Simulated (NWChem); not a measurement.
System: SnCl cation, singlet; SMILES [Cl][Sn+]

Results from NWChem. Low-valent species are run as closed-shell singlets; no triplet was tried in these runs. All runs use the structure optimised with PBE0/def2-SVP. def2 effective core potentials on Sn; no spin-orbit coupling. Vertical excitations in the gas phase.

What does the run give for B3LYP/def2-SVP, full TDDFT? Quantities: lowest excitation, singlet (eV); oscillator strength of that lowest state; lowest state with f > 0.02, singlet (eV); orbital gap (eV).


| Item | Result |
|---|---|
| lowest excitation, singlet (eV) | 4.26 |
| oscillator strength of that lowest state | 0.000 |
| lowest state with f > 0.02, singlet (eV) | 4.72 |
| orbital gap (eV) | 5.49 |
